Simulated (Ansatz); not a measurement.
```yaml
atoms:
  - { symbol: F, position_ang: [0.0000, 0.0000, 0.0000] }
  - { symbol: Al, position_ang: [0.0000, 0.0000, 1.7195] }
```

Basis set: pcseg-2 (spherical functions). Charge 0, multiplicity 1.

Computed with Ansatz (development build ahead of 0.2.0); each method stands on the lowest determinant of its kind that the runs found. Restricted functionals stand beside restricted open-shell atoms, which can lie above the unrestricted atoms usual in DFT and then raise those values.

(1) Give the atomization energy at this shape (free ground-state atoms in the same class of orbitals less the molecule, no zero-point energy) of singlet AlF by PBE (restricted), PBE (unrestricted).

Results:

(1)

```
            method  atomization energy
  PBE (restricted)             7.10 eV
PBE (unrestricted)             7.04 eV
```

The shape needn't be a minimum at these levels.
